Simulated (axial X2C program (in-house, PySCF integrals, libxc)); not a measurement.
# Spin–orbit effects down a group: molecules with Ru (ions), PBE0

Computed with an axial X2C code built on PySCF integrals, spin-free (one-electron X2C) or two-component (2c: spin–orbit coupling with atomic mean-field Coulomb and Gaunt terms, which also bring small scalar terms), in Dyall basis sets with cores contracted in-house; open shells are unrestricted.

Basis sets: H dyall-v3z, Li dyall-cv3z, Na dyall-cv3z, Ru dyall-cv3z.

| molecule | spin-free state | Re (Å) | ωe (cm⁻¹) | De (eV) | 2c state | Re 2c (Å) | ωe 2c (cm⁻¹) | De 2c (eV) |
| --- | --- | --- | --- | --- | --- | --- | --- | --- |
| RuH⁺ | M_S = 2, Λ = 1 | 1.601 | 2007.4 | 1.98 | Ω = 3 | 1.601 | 2005.6 | n/a |
| LiRu⁺ | M_S = 2, Λ = 2 | 2.790 | 258.9 | 0.91 | Ω = 4 | 2.789 | 259.1 | n/a |
| NaRu⁺ | M_S = 2, Λ = 2 | 3.144 | 128.7 | 0.63 | Ω = 4 | 3.143 | 128.8 | n/a |

(1) Work out the shifts from the spin-free to the two-component result.

Fragments in 2c: Ru+ + H, Ru + Li+, Ru + Na+. Each entry is the lowest single determinant of a limited PBE0 search at one distance. De goes to single-determinant-based atoms at the same level (for ions the charge split of lowest energy) and is withheld (n/a) where an atom does not fit its ground term or J level. Main or longest-lived isotopes. One determinant is a doubtful description, or other states lie close, for RuH⁺, LiRu⁺, NaRu⁺; these need not be ground states, and all values refer to the states named. Some open-shell Ω = 0 determinants are out of reach, so the Ω given for RuH⁺, LiRu⁺, NaRu⁺ need not be the lowest component. With several unpaired electrons the Ω given is that of one determinant, not necessarily of the lowest component. The functionals have no current term, which raises determinants with orbital currents.

## Answers

(1) 

| molecule | 2c state | ΔRe (Å) | Δωe (cm⁻¹) | ΔDe (eV) |
| --- | --- | --- | --- | --- |
| RuH⁺ | Ω = 3 | 0.000 | -1.8 | n/a |
| LiRu⁺ | Ω = 4 | -0.001 | 0.2 | n/a |
| NaRu⁺ | Ω = 4 | -0.001 | 0.1 | n/a |

Shifts of one unit in the last digit are rounding.
